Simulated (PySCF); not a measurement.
1,3-azasiletidine (C2H7NSi), SMILES C1NC[SiH2]1.

Geometry optimised at PBE0-D3(BJ)/def2-SVP.

All values below come from PySCF with TDA-M06-2X/def2-SVPD.

Vertical excitations. Isolated molecule, no solvent. State labels are in the subgroup Cs.

Task: Estimate the UV-visible absorptions. (An estimate is asked for; the answer gives what the named calculation found.)

Result: 
```
state  symmetry  energy (eV)  λ (nm)      f                              main pairs
-----  --------  -----------  ------  -----  --------------------------------------
S1           A"         6.03     206  0.002                          HOMO→LUMO 97 %
S2           A'         6.07     204  0.002      HOMO→LUMO+2 51 %, HOMO→LUMO+1 40 %
S3           A'         6.85     181  0.009      HOMO→LUMO+1 56 %, HOMO→LUMO+2 31 %
S4           A'         7.33     169  0.004                        HOMO→LUMO+3 75 %
S5           A"         7.36     168  0.034                        HOMO−2→LUMO 90 %
S6           A'         7.61     163  0.133                        HOMO−1→LUMO 88 %
S7           A'         7.81     159  0.033                        HOMO→LUMO+6 71 %
S8           A"         7.83     158  0.053  HOMO−1→LUMO+1 61 %, HOMO−1→LUMO+2 30 %
S9           A"         7.92     156  0.001                        HOMO→LUMO+5 95 %
S10          A'         8.00     155  0.047                        HOMO→LUMO+4 76 %
T1           A'         5.85     212      0      HOMO→LUMO+2 56 %, HOMO→LUMO+1 28 %
T2           A"         5.97     208      0                          HOMO→LUMO 96 %
T3           A'         6.66     186      0                        HOMO−1→LUMO 86 %
T4           A'         6.77     183      0      HOMO→LUMO+1 67 %, HOMO→LUMO+2 19 %
```
Triplets are in the Tamm–Dancoff approximation.
